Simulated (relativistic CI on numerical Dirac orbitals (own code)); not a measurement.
Radial parameters of Ta³⁶⁺

These numbers are calculated, not measured: Dirac-Coulomb-Breit CI, orbitals from a KLI potential per configuration, QED by a radiative potential, unscaled Slater integrals (own radial code, finite nucleus).

Slater integrals F^k, G^k are unscaled and averaged over j, outside the closed core [Ar] 3d10; ζ comes from projecting the Hamiltonian with its Breit term on Σ l·s of the shell.

- 4s2.4p6.4d: ζ(4d) = 57000 cm⁻¹; <r>(4d) = 0.4269, <r^2>(4d) = 0.2083 (bohr units).
- 4s2.4p6.4f: ζ(4f) = 9693 cm⁻¹; <r>(4f) = 0.3997, <r^2>(4f) = 0.1807 (bohr units).
- 4s2.4p5.4d2: ζ(4p) = 453060, F^2(4d,4d) = 234940, F^4(4d,4d) = 160150, F^2(4p,4d) = 235680, G^1(4p,4d) = 292040, G^3(4p,4d) = 187330, ζ(4d) = 56767 cm⁻¹; <r>(4p) = 0.4264, <r^2>(4p) = 0.2058, <r>(4d) = 0.427, <r^2>(4d) = 0.2083 (bohr units).

Question: Give the Racah parameters of the d shell in 4s2.4p5.4d2.

Answer: B = F²/49 − 5F⁴/441 = 2979 cm⁻¹ and C = 35F⁴/441 = 12710 cm⁻¹.

Averages of the first 10 configurations, taken without configuration mixing, which lowers the lowest level and can move excited configurations by several eV; other configurations of the list can lie among them:

```
Configuration  Parity  States  Average energy above the lowest level (eV)
   4s2.4p6.4d    even      10                                        12.7
   4s2.4p6.4f     odd      14                                       210.4
  4s2.4p5.4d2     odd     270                                       208.1
   4s.4p6.4d2    even      90                                       373.8
4s2.4p5.4d.4f    even     840                                       403.4
 4s.4p6.4d.4f     odd     280                                       569.4
   4s2.4p6.5s    even       2                                       480.9
   4s2.4p6.5p     odd       6                                       550.7
   4s2.4p6.5d    even      10                                       641.2
      4p6.4d3    even     120                                       739.3
```
